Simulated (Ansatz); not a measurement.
`[SiH3]C#C[SiH2]Cl` + `N=C=O` → `O=C=N[SiH2]Cl` + `C#C[SiH3]`  (ligand exchange at the Si–C bond)

Gas-phase electronic energies from Ansatz, PBE0-D4/def2-TZVP geometries. CBS: MP2 limit from def2 TZ/QZ plus the TZ coupled-cluster correction, frozen cores. This one scheme is used for every species. Functionals use def2-TZVPP. B3LYP here is the variant with VWN-RPA as its local correlation; programs differ in this. One conformer a species, not always the lowest.

| species | B3LYP-D4 energy (Eh) |
| --- | --- |
| `[SiH3]C#C[SiH2]Cl` | -1118.54237 |
| `N=C=O` | -168.76165 |
| `O=C=N[SiH2]Cl` | -919.21332 |
| `C#C[SiH3]` | -368.11250 |

Q: Work out ΔE.

A: ΔE = (-919.21332) + (-368.11250) − (-1118.54237) − (-168.76165) = -0.02180 Eh = -0.59 eV. CCSD(T)/CBS gives -0.60 eV.

Largest T1 diagnostic among the species: 0.018.

From BLYP to BHLYP (50 % exact exchange), in def2-TZVPP and without D4, ΔE moves by −0.13 eV. Leaving LDA and LC-ωPBE aside and taking each functional with its dispersion term where it has one, the values, not all of them listed here, spread over 0.19 eV, from BHLYP-D4 to revPBE-D4. LDA lies −0.04 eV from PBE without D4.
